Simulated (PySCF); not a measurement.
**How methods differ on the ionisation energy of Ge(2+)**

Ge(2+) [Ar] 3d10 4s2 → Ge(3+) [Ar] 3d10 4s1 [4s1/2^1, M_J = 1/2], as a difference of total energies. Calculation: PySCF 2.14, in x2c-TZVPall-2c (6s7p4d1f, 54 functions); the two-component X2C-1e Hamiltonian. Correlated levels: [Ne] frozen. "Screened" scales the spin-orbit matrix elements by Boettger's factors to mimic the two-electron term; Breit and QED terms are absent.

| method | ionisation energy (eV) |
| --- | --- |
| GHF (screened spin-orbit) | 32.176 |
| GMP2 (screened spin-orbit) | 33.384 |

How much does correlation contribute at GMP2 (screened spin-orbit)?

33.384 − (32.176) = 1.208 eV, measured against GHF (screened spin-orbit).

Errors of the correlated levels include the incompleteness of this basis and the frozen core.

MP2 underrates the near-degeneracy of ns² with np² in the lower species.

For comparison: 34.058 eV (measured; NIST Atomic Spectra Database, ionization energies).
